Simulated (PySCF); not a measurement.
**Identify the compound**

An unknown has the formula C3H14OSi3. Its calculated NMR data are:

$^{1}$H NMR (600 MHz, computed): δ 4.97 (m, 1H), 4.97 (s, 3H), 3.29 (d, 3H), 1.27 (m, 3H), 1.20 (m, 1H), 0.89 (d, 3H).

$^{13}$C{$^{1}$H} NMR (computed): δ 21.5, 20.9, 17.1.

All values are calculated (PySCF 2.14): KT3/pcSseg-1 with gauge-including orbitals, coordinates at the PBE0-D3(BJ)/def2-SVP level. No solvent, single conformer, averaged over atoms made equivalent by symmetry, fast rotation or ring inversion, non-relativistic.

Scale: TMS for $^{1}$H (σref 31.32) and $^{13}$C (σref 182.31) (reference shieldings calculated alike).

Q: Which candidate is it?
A. CC(C)[Si@@H]([SiH3])O[SiH3]
B. CC(C)O[SiH2][SiH2][SiH3]
C. CC(C)O[SiH]([SiH3])[SiH3]

A: A. 

- Rings plus π bonds: 0.
- 3 carbon signals for 3 carbons: no two carbons are equivalent.
- Carbon types of the structure: 1 × CH, 2 × CH3, leaving 7 H on heteroatoms.
- δC 20.9, 17.1: methyl carbon; a saturated carbon with 1 carbon neighbour and no heteroatom attached.
- δH 4.97: hydrogen on a silicon bonded to C, O, Si.
- δH 3.29: hydrogen on a silicon bonded to Si.
- δH 1.27, 0.89: hydrogen on a methyl carbon.
- δH 1.20: hydrogen on an sp3 CH bonded to Si.

The others: CC(C)O[SiH2][SiH2][SiH3] would give 2 carbon signals, not 3; CC(C)O[SiH]([SiH3])[SiH3] would give 2 carbon signals, not 3.

Shifts are as computed, not scaled to solution data. Of 1309 compounds with measured shifts, 239 miss one by over three times the rms of a fit or turn the order of signals round; such compounds aren't used in these exercises. No couplings were computed; multiplicities are counted from neighbouring protons, with m where these are inequivalent, close in shift, in a saturated or five-membered ring or joined by F or P, and br s for small geminal =CH2 splittings.
